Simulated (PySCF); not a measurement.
Compound: C7H4FN.
SMILES: `N#Cc1cccc(F)c1`

The closed-shell ground state was solved at several levels (PySCF, density fitting, gas phase, non-relativistic). Geometry: PBE0-D3(BJ)/def2-TZVP; no solvent, vibrations or thermal averaging.

| level | basis functions | HOMO (eV) | LUMO (eV) | gap (eV) | dipole (D) |
| --- | --- | --- | --- | --- | --- |
| KT3/pcSseg-2 | 380 | -6.87 | -2.65 | 4.22 | 3.97 |
| wB97X-D/pcSseg-2 | 380 | -9.66 | -0.17 | 9.49 | 4.06 |
| PBE0/pcSseg-2 | 380 | -7.93 | -1.88 | 6.05 | 4.06 |

(1) Estimate the row for B97-2/pcSseg-2, a basis of 380 functions; the other rows only guide the guess.

(2) Over all these levels, which gives the widest orbital gap and which the narrowest?

(3) In the pcSseg-2 basis, how does the gap go with the fixed share of exact exchange?

(4) How far do the dipole and the HOMO energy spread over the levels?

Answers

(1) HOMO -7.68 eV, LUMO -1.91 eV, gap 5.77 eV, dipole 4.06 D.

(2) wB97X-D/pcSseg-2 (range-separated hybrid) has the widest, 9.49 eV, and KT3/pcSseg-2 (GGA) the narrowest, 4.22 eV. From the narrowest to the widest the HOMO moves by -2.79 eV and the LUMO by +2.48 eV.

(3) KT3 (0 %) 4.22 eV; B97-2 (21 %) 5.77 eV; PBE0 (25 %) 6.05 eV. Each rise in the share widens the gap here.

(4) The dipole runs from 3.97 to 4.06 D (mean 4.04 D) and the HOMO from -9.66 to -6.87 eV.
